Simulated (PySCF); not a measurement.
H₄N₂Zn, singlet, at a GFN2-xTB geometry (such geometries of metal compounds can be far from the true shape); CASSCF(6,5)/6-31G (PySCF).

Input for PySCF:
```python
from pyscf import gto, scf, mcscf
import numpy

mol = gto.Mole()
mol.atom = '''
    Zn    0.006582    0.146942    0.063914
    N     1.151653    0.235476   -1.365862
    H     1.938844   -0.397383   -1.318310
    H     1.519156    1.119459   -1.685020
    N    -1.188519   -0.770571    1.111702
    H    -2.137879   -0.829503    0.769422
    H    -1.259519   -0.555170    2.095613
'''
mol.basis = '6-31g'
mol.charge = 0
mol.spin = 0
mol.verbose = 4
mol.build()

mf = scf.RHF(mol)
mf.kernel()
mc = mcscf.CASSCF(mf, 5, 6)
mc.fix_spin_(ss=0.0)
mc = mc.newton()
mc.kernel()
occ = numpy.linalg.eigvalsh(mc.fcisolver.make_rdm1(mc.ci, mc.ncas, mc.nelecas))[::-1]
ss = mc.fcisolver.spin_square(mc.ci, mc.ncas, mc.nelecas)[0]
print('natural occupations', occ.round(4), ' <S^2>', round(ss, 4))
```

It wrote (shortened):

```
PySCF version 2.14.0

[INPUT] verbose = 4
[INPUT] num. atoms = 7
[INPUT] num. electrons = 48
[INPUT] charge = 0
[INPUT] spin (= nelec alpha-beta = 2S) = 0
[INPUT] symmetry False subgroup None
[INPUT] Mole.unit = angstrom
[INPUT] Symbol           X                Y                Z      unit          X                Y                Z       unit  Magmom
[...]
nuclear repulsion = 173.433727452273
number of shells = 29
number of NR pGTOs = 150
number of NR cGTOs = 53
basis = 6-31g
ecp = {}

******** <class 'pyscf.scf.hf.RHF'> ********
method = RHF
initial guess = minao
damping factor = 0
level_shift factor = 0
DIIS = <class 'pyscf.scf.diis.CDIIS'>
diis_start_cycle = 1
diis_space = 8
diis_damp = 0
SCF conv_tol = 1e-09
SCF conv_tol_grad = None
SCF max_cycles = 50
direct_scf = True
direct_scf_tol = 1e-13
Set gradient conv threshold to 3.16228e-05
Initial guess from minao.
init E= -1888.3256480874
[...]
cycle= 1 E= -1888.63379717128  delta_E= -0.308  |g|= 0.356  |ddm|= 2.21
[...]
cycle= 2 E= -1888.66902323176  delta_E= -0.0352  |g|= 0.163  |ddm|= 0.484
[...]
cycle= 3 E= -1888.67603022015  delta_E= -0.00701  |g|= 0.0444  |ddm|= 0.155
[...]
cycle= 4 E= -1888.67688465606  delta_E= -0.000854  |g|= 0.00862  |ddm|= 0.0747
[...]
cycle= 5 E= -1888.67693603258  delta_E= -5.14e-05  |g|= 0.00534  |ddm|= 0.0183
[...]
cycle= 6 E= -1888.67694668159  delta_E= -1.06e-05  |g|= 0.000952  |ddm|= 0.00893
[...]
cycle= 7 E= -1888.67694770724  delta_E= -1.03e-06  |g|= 0.000163  |ddm|= 0.00363
[...]
cycle= 8 E= -1888.67694773367  delta_E= -2.64e-08  |g|= 4.28e-05  |ddm|= 0.00054
[...]
cycle= 9 E= -1888.67694773549  delta_E= -1.82e-09  |g|= 1.97e-05  |ddm|= 0.000123
[...]
cycle= 10 E= -1888.67694773571  delta_E= -2.23e-10  |g|= 6.09e-06  |ddm|= 3.38e-05
[...]
Extra cycle  E= -1888.67694773574  delta_E= -2.09e-11  |g|= 3.44e-06  |ddm|= 1.2e-05
converged SCF energy = -1888.67694773574

******** <class 'pyscf.mcscf.newton_casscf.CASSCF'> ********
CAS (3e+3e, 5o), ncore = 21, nvir = 27
max_cycle_macro = 50
max_cycle_micro = 10
conv_tol = 1e-07
conv_tol_grad = None
orbital rotation max_stepsize = 0.03
augmented hessian ah_max_cycle = 30
augmented hessian ah_conv_tol = 1e-12
augmented hessian ah_linear dependence = 1e-14
augmented hessian ah_level shift = 1e-08
augmented hessian ah_start_tol = 500
augmented hessian ah_start_cycle = 3
augmented hessian ah_grad_trust_region = 3
kf_trust_region = 3
kf_interval = 5
natorb = False
canonicalization = True
internal_rotation = False
******** <class 'pyscf.fci.addons.SpinPenaltyFCISolver'> ********
max. cycles = 50
conv_tol = 1e-08
davidson only = True
linear dependence = 1e-12
level shift = 0.001
max iter space = 12
nroots = 1
pspace_size = 400
spin = None

WARN: SO-CASSCF (Second order CASSCF) is an experimental feature. Its performance is bad for large systems.

CASCI E = -1888.67930082253  dE = -1888.6793  S^2 = 0.0000000
Set conv_tol_grad to 0.000316228
macro 1 (20 JK  15 micro), CASSCF E = -1888.69787062966  dE = -0.01857  |grad|=0.138  S^2 = 0.0000000
macro 2 (18 JK  14 micro), CASSCF E = -1888.70300887181  dE = -0.005138  |grad|=0.0832  S^2 = 0.0000000
macro 3 (10 JK  6 micro), CASSCF E = -1888.70575485649  dE = -0.002746  |grad|=0.0295  S^2 = 0.0000000
macro 4 (11 JK  7 micro), CASSCF E = -1888.70845968168  dE = -0.002705  |grad|=0.0109  S^2 = 0.0000000
macro 5 (9 JK  5 micro), CASSCF E = -1888.70922303628  dE = -0.0007634  |grad|=0.00329  S^2 = 0.0000000
macro 6 (11 JK  7 micro), CASSCF E = -1888.70936507848  dE = -0.000142  |grad|=0.00354  S^2 = 0.0000000
macro 7 (11 JK  7 micro), CASSCF E = -1888.70946294688  dE = -9.787e-05  |grad|=0.00376  S^2 = 0.0000000
macro 8 (11 JK  7 micro), CASSCF E = -1888.70955272865  dE = -8.978e-05  |grad|=0.00269  S^2 = 0.0000000
macro 9 (8 JK  4 micro), CASSCF E = -1888.7095823586  dE = -2.963e-05  |grad|=0.00126  S^2 = 0.0000000
macro 10 (10 JK  6 micro), CASSCF E = -1888.70959046474  dE = -8.106e-06  |grad|=0.000658  S^2 = 0.0000000
macro 11 (17 JK  12 micro), CASSCF E = -1888.7095902913  dE = 1.734e-07  |grad|=0.000207  S^2 = 0.0000000
macro 12 (11 JK  7 micro), CASSCF E = -1888.70959068241  dE = -3.911e-07  |grad|=8.43e-05  S^2 = 0.0000000
macro 13 (8 JK  5 micro), CASSCF E = -1888.70959069046  dE = -8.043e-09  |grad|=7.66e-05  S^2 = 0.0000000
newton CASSCF converged in 13 macro (27 KF 128 Hx) steps
CASSCF canonicalization
Density matrix diagonal elements [1.99028482 1.97576956 1.98023319 0.0344119  0.01930053]
CASSCF energy = -1888.70959069046
CASCI E = -1888.70959069046  E(CI) = -7.98026794611155  S^2 = 0.0000000
natural occupations [1.9994 1.9774 1.9717 0.033  0.0185]  <S^2> 0.0
```
